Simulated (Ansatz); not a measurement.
C2H8InN, SMILES `C[NH][InH][CH3]`. Total charge 0; spin multiplicity 1. Correlated methods include outer-core shells of In, which these sets cover unevenly. In: def2 effective core potential.

Z-matrix (Å, degrees):
```
C
N 1 1.442
H 1 1.099 2 112.8
H 1 1.099 2 112.8 3 -121.7
H 1 1.093 2 110.0 3 119.2
In 2 2.018 1 128.2 3 -118.8
H 2 1.008 1 112.5 3 61.0
C 6 2.144 2 115.2 1 179.7
H 6 1.718 2 113.0 1 -0.2
H 8 1.090 6 110.4 2 5.5
H 8 1.091 6 110.5 2 126.1
H 8 1.091 6 110.1 2 -114.7
```

(1) Give the diagnostics of a CCSD(T)/def2-TZVPP run (frozen core, Ansatz 0.2.0). (Best estimate.)

Answers

(1) The calculation gave: T1 = 0.0147, largest single amplitude 0.047, largest double 0.028, (T) share of the correlation energy 3.5 %, 10 CCSD cycles. The RHF solution is stable towards an unrestricted one. T1 lies under the customary mark of 0.02 for closed shells.
